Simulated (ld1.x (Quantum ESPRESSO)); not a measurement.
## Pt PAW: all-electron and pseudo phase curves

ld1.x (Quantum ESPRESSO) 7.5 input, shortened:

```
&input
   title='Pt', zed=78., rel=1, dft='PBE', iswitch=3,
   config='[Xe] 4f14 5d9.5 5f-2 6s0.5 6p0'
 /
 &inputp
   pseudotype=3, lpaw=.true., tm=.true., lloc=-1, rcloc=1.70,
   nlcc=.false.,
   which_augfun='BESSEL', rmatch_augfun=0.90
 /
8
5S  1  0   2.00   0.00  1.25  1.40  0.0
6S  2  0   0.50   0.00  1.25  1.40  0.0
5P  2  1   6.00   0.00  1.60  1.85  0.0
6P  3  1   0.00   0.00  1.60  1.85  0.0
5D  3  2   9.50   0.00  1.45  1.60  0.0
5D  3  2   0.00   1.85  1.45  1.60  0.0
5F  4  3  -2.00   0.40  1.70  1.80  0.0
5F  4  3  -2.00   2.25  1.70  1.80  0.0
 &test
   configts(1)='5s2 5p6 5d9.5 6s0.5 6p0'
 /
```

The phase is arctan(r·u′/u) with u = r·R(r), unwrapped; energies in Ry, scanned from -9 to 5 Ry. A pole is an energy at which the radial function vanishes at the test radius. The pseudo phase is shifted by a multiple of π to meet the all-electron one at the reference energy, and phase errors are pseudo minus all-electron; the curves can meet again beyond the range given. Levels narrower than the energy grid can be missing from the lists of poles. n/a: not evaluated, since a narrow level or a reset projector energy made the automatic matching unsafe.

```tsv
channel	radius (bohr)	reference energy (Ry)	poles, all-electron	poles, pseudo	unbroken range about the reference energy with phases within 0.05 rad	phase error 1 Ry above the reference energy (rad)
s	1.99	-0.39	-7.25	-7.25	below 4.4	+0.003
p	1.99	-0.05	-3.64	-3.67	-4.2 to 1.8	-0.006
d	1.99	-0.39	1.06	1.06	the whole range	+0.000
f	1.99	0.40	none	none	n/a	n/a
```

The ghost test of this file was not conclusive. Its overlap operator is not positive definite in a basis up to 400 Ry (lowest eigenvalue s -1.57, p -0.42), so the file is unfit for use: the generalised eigenproblem breaks down once the basis is large enough, and its test numbers describe a broken file.

Phases in the f channel:

```json
{"E (Ry)": "-9.00", "all-electron": "1.415", "pseudo": "-1.725"}
{"E (Ry)": "-8.52", "all-electron": "1.412", "pseudo": "-1.729"}
{"E (Ry)": "-8.04", "all-electron": "1.408", "pseudo": "-1.733"}
{"E (Ry)": "-7.56", "all-electron": "1.403", "pseudo": "-1.737"}
{"E (Ry)": "-7.08", "all-electron": "1.398", "pseudo": "-1.741"}
{"E (Ry)": "-6.60", "all-electron": "1.393", "pseudo": "-1.746"}
{"E (Ry)": "-6.12", "all-electron": "1.387", "pseudo": "-1.752"}
{"E (Ry)": "-5.64", "all-electron": "1.379", "pseudo": "-1.757"}
{"E (Ry)": "-5.16", "all-electron": "1.346", "pseudo": "-1.764"}
{"E (Ry)": "-4.68", "all-electron": "-1.763", "pseudo": "-1.771"}
{"E (Ry)": "-4.20", "all-electron": "-1.776", "pseudo": "-1.779"}
{"E (Ry)": "-3.72", "all-electron": "-1.786", "pseudo": "-1.788"}
{"E (Ry)": "-3.24", "all-electron": "-1.797", "pseudo": "-1.798"}
{"E (Ry)": "-2.76", "all-electron": "-1.809", "pseudo": "-1.810"}
{"E (Ry)": "-2.28", "all-electron": "-1.823", "pseudo": "-1.823"}
{"E (Ry)": "-1.80", "all-electron": "-1.839", "pseudo": "-1.839"}
{"E (Ry)": "-1.32", "all-electron": "-1.858", "pseudo": "-1.858"}
{"E (Ry)": "-0.84", "all-electron": "-1.882", "pseudo": "-1.882"}
{"E (Ry)": "-0.36", "all-electron": "-1.912", "pseudo": "-1.912"}
{"E (Ry)": "0.12", "all-electron": "-1.951", "pseudo": "-1.951"}
{"E (Ry)": "0.60", "all-electron": "-2.005", "pseudo": "-2.005"}
{"E (Ry)": "1.08", "all-electron": "-2.084", "pseudo": "-2.084"}
{"E (Ry)": "1.56", "all-electron": "-2.207", "pseudo": "-2.207"}
{"E (Ry)": "2.04", "all-electron": "-2.425", "pseudo": "-2.424"}
{"E (Ry)": "2.52", "all-electron": "-2.837", "pseudo": "-2.838"}
{"E (Ry)": "3.00", "all-electron": "-3.480", "pseudo": "-3.483"}
{"E (Ry)": "3.48", "all-electron": "-4.008", "pseudo": "-4.015"}
{"E (Ry)": "3.96", "all-electron": "-4.294", "pseudo": "-4.305"}
{"E (Ry)": "4.44", "all-electron": "-4.452", "pseudo": "-4.468"}
{"E (Ry)": "4.92", "all-electron": "-4.549", "pseudo": "-4.577"}
```
